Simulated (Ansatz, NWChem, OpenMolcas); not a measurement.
# How basis sets differ on MoO3 (molybdenum trioxide)

MoO3 has 4 atoms, charge 0, and is taken as a singlet. SMILES: `[O]=[Mo](=[O])=[O]`. Geometry: relaxed at PBE0-D4/def2-TZVP.

Each level gives the HOMO–LUMO gap (eV). The values are calculated.

```tsv
level	kind	program	value (eV)
HF/STO-3G	Hartree–Fock	OpenMolcas	10.57
HF/3-21G	Hartree–Fock	Ansatz	10.50
HF/def2-SV(P) (core potential)	Hartree–Fock	Ansatz	10.91
HF/def2-SVP (core potential)	Hartree–Fock	NWChem	10.98
HF/def2-SVPD (core potential)	Hartree–Fock	NWChem	11.09
HF/def2-TZVP (core potential)	Hartree–Fock	NWChem	10.99
```

All-electron rows without a relativistic Hamiltonian named are non-relativistic, while core potentials hold scalar relativity, so basis and relativity change together. The values span 10.50 to 11.09 eV. A Hartree–Fock LUMO above zero doesn't converge with the basis: it sinks as sets grow more diffuse. Orbital gaps aren't excitation energies.
